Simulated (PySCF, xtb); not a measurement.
Al(F)(OH)(SMe) (CH4AlFOS), SMILES [Al]([F])([OH])[S]C.

xtb with GFN2-xTB at its own geometry gives an orbital gap of 3.21 eV and a dipole moment of 4.27 D.

The structure is a stationary point at PBE-D3(BJ)/def2-SVP. Other conformers were not sampled.

**Question.** What does PySCF with CAM-B3LYP/def2-TZVP give? (The exact figures need the calculation; the answer reports its results.)

**Answer.** gap 8.69 eV (levels -8.60 and 0.10 eV), dipole 2.26 D.
